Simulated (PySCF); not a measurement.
CsF, SMILES [F][Cs].

Coordinates come from a B3LYP-D3(BJ)/def2-TZVPD optimisation. The def2 effective core potentials stand for the cores of Cs; spin–orbit coupling is left out.

Level of theory: PBE0/def2-TZVPD in PySCF.

Task: Estimate the frontier levels, gap, dipole moment and polarisability. (An estimate is asked for; the answer gives what the named calculation found.)

Result: 
```yaml
highest_occupied_level: -6.48 eV
lowest_empty_level: -0.86 eV
orbital_gap: 5.62 eV
dipole_moment: 8.20 D
quadrupole, principal values (traceless, Buckingham form, about the centre of nuclear charge): -17.38, 8.69, 8.69 D·Å
mean_static_polarisability: 29.3 bohr³ (4.34 Å³)
polarisability_principal_values: 24.2, 24.2, 39.4 bohr³
```
